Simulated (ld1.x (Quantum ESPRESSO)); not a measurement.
# Varying the TM semilocal potential for lead

Base potential:

ld1.x (Quantum ESPRESSO) 7.5 input, shortened:

```
&input
   title='Pb', zed=82., rel=1, dft='PBE', iswitch=3,
   config='[Xe] 4f14 5d10 6s2 6p1'
 /
 &inputp
   pseudotype=1, tm=.true., lloc=2,
   nlcc=.false.
 /
3
5S  1  0   2.00   0.00  1.30  1.30  0.0
5P  2  1   6.00   0.00  0.95  0.95  0.0
5D  3  2  10.00   0.00  1.45  1.45  0.0
 &test
   configts(1)='5s2 5p6 5d10 6s2 6p1'
 /
```

Occupied shells without a wave of their own: 6p, 6s. They enter only through the test configuration that unscreens the potential.

Cutoffs, loose and tight: the cutoffs (Ry, on a coarse ladder) from which the occupation-weighted sum of valence levels, in a spherical-Bessel basis at the reference potential, stays within 10 and 1 mRy of its value at 400 Ry. They do not see the model core or the augmentation charge, which bear on the density cutoff. Test errors are all-electron minus pseudo excitation energies from the reference, over the configurations 5s2 5p6 5d10 6s2 6p2; 5s2 5p6 5d10 6s2 6p0; 5s2 5p6 5d10 6s1 6p0; 5s2 5p6 5d9 6s2 6p3; 5s1 5p6 5d10 6s2 6p2; 5s2 5p6 5d10 6s2 6p1.5; 5s2 5p6 5d10 6s1 6p2. A dash means not determined; rows that change the core or the reference have their own tests. The largest error is taken over the tests solved by every variant that gives reliable tests at all: 5s2 5p6 5d10 6s1 6p0; 5s2 5p6 5d10 6s1 6p2; 5s2 5p6 5d10 6s2 6p0.

In the semilocal form every listed channel keeps its own potential, so the choice of the local channel does not act on these tests. It acts once the file is put into the separable form.

A semilocal file is local in each channel, so a ghost entry of none says nothing of the separable form that plane-wave codes build from it.

On the changes marked as counting shells twice: ld1.x takes every shell without a wave as core, so the model core holds the marked electrons as well and exchange and correlation see them twice. This cancels in the reference configuration, but the file is broken for other ones, and its errors say nothing about a proper core correction.

```tsv
change	outcome	cutoff, loose	cutoff, tight	bound ghosts	largest test error (meV)
base	generated, misses its reference levels by 3.95 eV	160 Ry	260 Ry	none	-5091
wave 5s (bound): rc 1.30 bohr becomes 5s (bound): rc 1.44 bohr	generated, misses its reference levels by 7.90 eV	160 Ry	260 Ry	none	-10020
core correction a·sin(br)/r model core inside 0.96 bohr (6p, 6s counted twice)	generated, misses its reference levels by 3.95 eV	160 Ry	260 Ry	none	-5497
reference 5s2 5p6 5d10 6s2 6p2	generated, misses its reference levels by 3.75 eV	180 Ry	300 Ry	none	-8285
local potential the p channel	generated, misses its reference levels by 3.95 eV	160 Ry	260 Ry	none	-5091
all radii scaled by about 1.12 (s 1.46, p 1.06, d 1.62 bohr)	generated, misses its reference levels by 7.90 eV	160 Ry	260 Ry	none	-10038
wave 5p (bound): rc 0.95 bohr becomes 5p (bound): rc 0.98 bohr	generated, misses its reference levels by 3.95 eV	180 Ry	260 Ry	none	-5086
form changed from semilocal to separable (Kleinman–Bylander), still TM; local potential the p channel	generated, misses its reference levels by 1.38 eV	160 Ry	300 Ry	none	-1885
wave 5s (bound): rc 1.30 bohr becomes 5s (bound): rc 1.22 bohr	generated, misses its reference levels by 2.21 eV	180 Ry	300 Ry	none	-2932
```

Question: What comes out with this change to the base: functional LDA (PZ)?

Answer: outcome: generated, misses its reference levels by 3.98 eV; cutoff, loose: 180 Ry; cutoff, tight: 300 Ry; bound ghosts: none; largest test error (meV): -5091.

Question: What comes out with this change to the base: wave 5d (bound): rc 1.45 bohr becomes 5d (bound): rc 1.90 bohr?

Answer: outcome: generated, misses its reference levels by 3.95 eV; cutoff, loose: 160 Ry; cutoff, tight: 300 Ry; bound ghosts: none; largest test error (meV): -5093.
